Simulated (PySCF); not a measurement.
# Cl⁻ (chlorine, charge -1) across methods

[Ar], closed-shell 1S. All numbers are calculated (PySCF 2.14, scalar relativity by spin-free X2C-1e, in dyall-av3z).

```
 method  E (hartree)  mean ε 2p (eV)  mean ε 3s (eV)  mean ε 3p (eV)  Σ⟨r²⟩ (bohr²)   ⟨S²⟩
 r2SCAN    -461.6850         -184.46         -12.097           0.024          39.13  0.000
   PBE0    -461.5654         -188.68         -13.696          -0.978          39.10  0.000
  M06-L    -461.7002         -184.44         -12.144           0.164          38.14  0.000
  TPSSh    -461.7293         -184.91         -12.551          -0.269          39.19  0.000
    LDA    -460.2202         -181.59         -11.365           0.118          40.16  0.000
    UHF   -460.98977         -209.45         -20.128          -4.074          38.38  0.000
    PBE    -461.5346         -181.57         -11.324           0.255          40.09  0.000
 revPBE    -461.6407         -181.49         -11.283           0.307          40.03  0.000
wB97M-V    -461.6861         -190.97         -16.424          -3.283          39.47  0.000
```

The highest occupied level is positive at r2SCAN, M06-L, LDA, PBE, revPBE: only the finite basis holds that electron, which in a density functional comes from self-interaction.
